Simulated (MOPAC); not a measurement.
MOPAC input (AM1):

```
AM1 1SCF CHARGE=-1 GEO-OK AUX(PRECISION=9) THREADS=1
HF2O2Si

O    -1.11126500 1   -0.41762200 1   -1.24335600 1
Si   -0.11200200 1   -0.04641100 1   -0.13793600 1
O     1.51897400 1   -0.18560200 1   -0.51048800 1
F    -0.21784200 1   -0.87368400 1    1.27585000 1
F    -0.20103100 1    1.47492500 1    0.47196800 1
H     2.07621200 1    0.06437700 1    0.23149700 1
```

From the output:

```
                                                       MOPAC v23.2.5 Linux

          FINAL HEAT OF FORMATION =       -337.39440 KCAL/MOL =   -1411.65816 KJ/MOL

          COSMO AREA              =        100.69 SQUARE ANGSTROMS
          COSMO VOLUME            =         87.23 CUBIC ANGSTROMS

          IONIZATION POTENTIAL    =          5.146010 EV
          HOMO LUMO ENERGIES (EV) =         -5.146  7.721
          NO. OF FILLED LEVELS    =         16
          MOLECULAR WEIGHT        =         99.0890         POINT GROUP:  Cs

          MOLECULAR DIMENSIONS (Angstroms)

            Atom       Atom       Distance
            H     6    O     1     3.54507
            F     4    F     5     2.48243
            F     4    O     3     2.07572

          SCF CALCULATIONS        =          1

   ATOM   CHEMICAL          X               Y               Z
  NUMBER   SYMBOL      (ANGSTROMS)     (ANGSTROMS)     (ANGSTROMS)

     1       O         -1.11126500  *  -0.41762200  *  -1.24335600  *
     2      Si         -0.11200200  *  -0.04641100  *  -0.13793600  *
     3       O          1.51897400  *  -0.18560200  *  -0.51048800  *
     4       F         -0.21784200  *  -0.87368400  *   1.27585000  *
     5       F         -0.20103100  *   1.47492500  *   0.47196800  *
     6       H          2.07621200  *   0.06437700  *   0.23149700  *

                             CARTESIAN COORDINATES

   1    O       -1.111265000    -0.417622000    -1.243356000
   2   Si       -0.112002000    -0.046411000    -0.137936000
   3    O        1.518974000    -0.185602000    -0.510488000
   4    F       -0.217842000    -0.873684000     1.275850000
   5    F       -0.201031000     1.474925000     0.471968000
   6    H        2.076212000     0.064377000     0.231497000

           Empirical Formula: H O2 Si F2  =     6 atoms

      MOLECULAR POINT GROUP   :   Cs

                  EIGENVALUES
 -42.04257 -41.44883 -30.79379 -27.11344 -13.08641 -11.84521 -10.22946 -10.03700
  -9.11673  -8.49155  -8.25399  -7.66778  -7.45027  -6.39253  -5.19520  -5.14601
   7.72088   8.64754   8.84419   9.33086  10.87370

              NET ATOMIC CHARGES AND DIPOLE CONTRIBUTIONS

  ATOM NO.   TYPE          CHARGE      No. of ELECS.   s-Pop       p-Pop
    1          O          -0.962873        6.9629     1.92142     5.04146
    2         Si           1.645113        2.3549     0.72879     1.62609
    3          O          -0.728125        6.7281     1.85831     4.86982
    4          F          -0.569299        7.5693     1.89476     5.67454
    5          F          -0.569299        7.5693     1.89476     5.67454
    6          H           0.184484        0.8155     0.81552
 DIPOLE           X         Y         Z       TOTAL
 POINT-CHG.     1.807     0.653     1.945     2.733
 HYBRID         0.541     0.318     0.940     1.130
 SUM            2.348     0.970     2.884     3.843

          ATOMIC ORBITAL ELECTRON POPULATIONS

     Atom    s        px        py        pz
    1  O   1.92142   1.62950   1.80405   1.60791
    2 Si   0.72879   0.58556   0.51356   0.52698
    3  O   1.85831   1.48306   1.89309   1.49367
    4  F   1.89476   1.94962   1.90821   1.81670
    5  F   1.89476   1.94983   1.79633   1.92838
    6  H   0.81552

 **********************
 *                    *
 * JOB ENDED NORMALLY *
 *                    *
 **********************

 == MOPAC DONE ==
```

The dipole moment of an ion depends on the origin.

The geometry given is a B3LYP-D3(BJ)/def2-TZVP minimum.
